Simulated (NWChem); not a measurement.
# SiP2H6O; SMILES O[SiH](P)P

```xyz
10

Si     0.3963    -0.0192    -0.3421
O      1.7958    -0.2921     0.5271
P     -0.7962     1.8094     0.2686
P     -0.9035    -1.8105     0.0964
H      0.7087     0.1617    -1.7969
H      2.4970     0.3598     0.4307
H     -0.5711     1.5962     1.6631
H      0.3136     2.7003     0.1241
H     -1.8013    -1.4884    -0.9690
H     -0.1190    -2.6932    -0.7084
```
Atoms are numbered in this order, from 1.

Computed with NWChem. Pople sets run with spherical d functions. Geometry: optimised at PBE0/def2-SVP. Level: M05-2X/6-31G* with SMD (1 M gas to 1 M solution), gas-phase geometry. Reactions with the solvent are ignored.

### Question
What does the run give for solvent water? Quantities: solvation free energy (kcal/mol); cavity-dispersion-structure term (kcal/mol); dipole in solution (D).

### Answer
| Item | Value |
|---|---|
| solvation free energy (kcal/mol) | -5.1 |
| cavity-dispersion-structure term (kcal/mol) | 3.9 |
| dipole in solution (D) | 3.20 |
